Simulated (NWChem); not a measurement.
System: CH5NOSi2; SMILES C1=N[SiH2][SiH2]O1

Input file for NWChem:

```
start job
memory heap 200 mb stack 900 mb global 1100 mb
geometry units angstroms noautosym nocenter noautoz
  C      1.601812    -0.054983     0.000000
  N      1.044057    -1.194200     0.000000
  Si    -0.720548    -1.194637     0.000000
  Si    -0.738477     1.151115     0.000000
  O      0.995682     1.149387     0.000000
  H      2.698389     0.059895     0.000000
  H     -1.269973    -1.859517     1.216425
  H     -1.269973    -1.859517    -1.216425
  H     -1.181553     1.886865    -1.217927
  H     -1.181553     1.886865     1.217927
end
basis spherical
  * library pcsseg-1
end
dft
  xc pbe0
  iterations 150
end
property
  shielding 8 1 2 3 4 5 6 7 9
end
task dft property
```

Excerpt of the output:

```
             Northwest Computational Chemistry Package (NWChem) 7.3.0
             --------------------------------------------------------

                             Geometry "geometry" -> ""
                             -------------------------

 Output coordinates in angstroms (scale by  1.889725989 to convert to a.u.)

  No.       Tag          Charge          X              Y              Z
 ---- ---------------- ---------- -------------- -------------- --------------
    1 C                    6.0000     1.60181200    -0.05498300     0.00000000
    2 N                    7.0000     1.04405700    -1.19420000     0.00000000
    3 Si                  14.0000    -0.72054800    -1.19463700     0.00000000
    4 Si                  14.0000    -0.73847700     1.15111500     0.00000000
    5 O                    8.0000     0.99568200     1.14938700     0.00000000
    6 H                    1.0000     2.69838900     0.05989500     0.00000000
    7 H                    1.0000    -1.26997300    -1.85951700     1.21642500
    8 H                    1.0000    -1.26997300    -1.85951700    -1.21642500
    9 H                    1.0000    -1.18155300     1.88686500    -1.21792700
   10 H                    1.0000    -1.18155300     1.88686500     1.21792700

 Effective nuclear repulsion energy (a.u.)     283.4550696481

                              NWChem Property Module
                              ----------------------

  itol2e modified to match energy
  convergence criterion.

                                 NWChem DFT Module
                                 -----------------

 Summary of "ao basis" -> "ao basis" (spherical)
 ------------------------------------------------------------------------------
       Tag                 Description            Shells   Functions and Types
 ---------------- ------------------------------  ------  ---------------------
 C                          pcsseg-1                 7       17   3s3p1d
 N                          pcsseg-1                 7       17   3s3p1d
 Si                         pcsseg-1                10       24   4s5p1d
 O                          pcsseg-1                 7       17   3s3p1d
 H                          pcsseg-1                 3        5   2s1p

  itol2e modified to match energy
  convergence criterion.

            General Information
            -------------------
          SCF calculation type: DFT
          Wavefunction type:  closed shell.
          No. of atoms     :    10
          No. of electrons :    54
           Alpha electrons :    27
            Beta electrons :    27
          Charge           :     0
          Spin multiplicity:     1
          Use of symmetry is: off; symmetry adaption is: off
          Maximum number of iterations: 150
          AO basis - number of functions:   124
                     number of shells:    56
          Convergence on energy requested:  1.00D-07
          Convergence on density requested:  1.00D-05
          Convergence on gradient requested:  5.00D-04

              XC Information
              --------------
                         PBE0 Method XC Functional
                     Hartree-Fock (Exact) Exchange  0.250
          PerdewBurkeErnzerhof Exchange Functional  0.750
            Perdew 1991 LDA Correlation Functional  1.000 local
           PerdewBurkeErnz. Correlation Functional  1.000 non-local

[...]

          -----------------------------------------
          Chemical Shielding Tensors (GIAO, in ppm)
          -----------------------------------------

                                NWChem CPHF Module
                                ------------------

  scftype          =     RHF
  nclosed          =       27
  nopen            =        0
  variables        =     2619
  # of vectors     =        3
  tolerance        = 0.10D-03
  level shift      = 0.00D+00
  max iterations   =       50
  max subspace     =       30

 SCF residual:    2.9946541019170846E-004

Iterative solution of linear equations
  No. of variables     2619
  No. of equations        3
  Maximum subspace       30
        Iterations       50
       Convergence  1.0D-04

   iter   nsub   residual    time
   ----  ------  --------  ---------
     1      3    5.91D-01     113.0
     2      6    5.00D-02     125.2
     3      9    3.27D-03     137.5
     4     12    1.29D-04     149.7
     5     15    1.46D-05     164.2

      Atom:    1  C
        Diamagnetic
    252.7783     -0.4972     -0.0000
     -0.4972    271.8360     -0.0000
     -0.0000     -0.0000    233.6350

        Paramagnetic
   -298.6263     65.9410      0.0000
     65.9410   -250.1441      0.0000
      0.0000      0.0000   -160.5614

        Total Shielding Tensor
    -45.8481     65.4438      0.0000
     65.4438     21.6919      0.0000
      0.0000      0.0000     73.0736

           isotropic =      16.3058
          anisotropy =    -153.0405

          Principal Components and Axis System
                 1           2           3
              -85.7212     73.0736     61.5650

      1         0.8540      0.0000      0.5203
      2        -0.5203      0.0000      0.8540
      3         0.0000      1.0000     -0.0000

      Atom:    2  N
        Diamagnetic
    340.0724     10.6670     -0.0000
     10.6670    331.0412     -0.0000
     -0.0000     -0.0000    314.8294

        Paramagnetic
   -458.4578    -14.4039     -0.0000
    -14.4039   -398.5493     -0.0000
     -0.0000     -0.0000    -55.5348

        Total Shielding Tensor
   -118.3854     -3.7369     -0.0000
     -3.7369    -67.5081     -0.0000
     -0.0000     -0.0000    259.2945

           isotropic =      24.4670
          anisotropy =     352.2413

          Principal Components and Axis System
                 1           2           3
              259.2945   -118.6584    -67.2351

      1        -0.0000      0.9973     -0.0729
      2        -0.0000      0.0729      0.9973
      3         1.0000      0.0000      0.0000

      Atom:    3  Si
        Diamagnetic
    883.8721      0.8721      0.0000
      0.8721    882.3524      0.0000
      0.0000      0.0000    876.3982

        Paramagnetic
   -426.6234    -17.7872     -0.0000
    -17.7872   -503.5478     -0.0000
     -0.0000     -0.0000   -526.3527

        Total Shielding Tensor
    457.2487    -16.9151     -0.0000
    -16.9151    378.8046     -0.0000
     -0.0000     -0.0000    350.0455

           isotropic =     395.3663
          anisotropy =      98.0617

          Principal Components and Axis System
                 1           2           3
              460.7407    375.3126    350.0455

      1         0.9793      0.2022      0.0000
      2        -0.2022      0.9793      0.0000
      3        -0.0000     -0.0000      1.0000

      Atom:    4  Si
        Diamagnetic
    884.5312     -1.5066     -0.0000
     -1.5066    880.2619      0.0000
     -0.0000      0.0000    874.2122

        Paramagnetic
   -438.1202     17.0633      0.0000
     17.0633   -539.9679     -0.0000
      0.0000     -0.0000   -523.2036

        Total Shielding Tensor
    446.4111     15.5567      0.0000
     15.5567    340.2940     -0.0000
      0.0000     -0.0000    351.0086

           isotropic =     379.2379
          anisotropy =     104.1102

          Principal Components and Axis System
                 1           2           3
              448.6447    351.0086    338.0604

      1         0.9898      0.0000     -0.1421
      2         0.1421     -0.0000      0.9898
      3         0.0000      1.0000      0.0000

      Atom:    5  O
        Diamagnetic
    411.3357    -10.5701     -0.0000
    -10.5701    403.1320     -0.0000
     -0.0000     -0.0000    383.0891

        Paramagnetic
   -386.3606    -57.4356      0.0000
    -57.4356   -255.0423      0.0000
      0.0000      0.0000   -149.6000

        Total Shielding Tensor
     24.9751    -68.0057      0.0000
    -68.0057    148.0896      0.0000
      0.0000      0.0000    233.4892

           isotropic =     135.5180
          anisotropy =     146.9568

          Principal Components and Axis System
                 1           2           3
              233.4892    178.2606     -5.1959

      1         0.0000     -0.4055      0.9141
      2        -0.0000      0.9141      0.4055
      3         1.0000      0.0000     -0.0000

      Atom:    6  H
        Diamagnetic
     42.0787      0.7484     -0.0000
      0.7484     24.6108      0.0000
     -0.0000      0.0000     19.9485

        Paramagnetic
    -13.8121     -0.0734     -0.0000
     -0.0734     -0.0912     -0.0000
     -0.0000     -0.0000     -1.0258

        Total Shielding Tensor
     28.2666      0.6750     -0.0000
      0.6750     24.5196     -0.0000
     -0.0000     -0.0000     18.9227

           isotropic =      23.9030
          anisotropy =       6.7223

          Principal Components and Axis System
                 1           2           3
               28.3845     24.4017     18.9227

      1         0.9851     -0.1721      0.0000
      2         0.1721      0.9851      0.0000
      3        -0.0000     -0.0000      1.0000

      Atom:    7  H
        Diamagnetic
     26.2767      3.6004     -5.0722
      3.6004     27.3807     -5.7097
     -5.0722     -5.7097     31.0281

        Paramagnetic
     -0.4287     -1.8474      2.5185
     -1.8474     -1.7386      2.7099
      2.5185      2.7099     -3.2533

[...]
```

Level: PBE0/pcSseg-1, GIAO. The geometry was optimised at PBE0/def2-SVP. The output numbers the shielded atoms by their place in the input's list. The printed shielding anisotropy is the first printed principal value minus the mean of the other two.
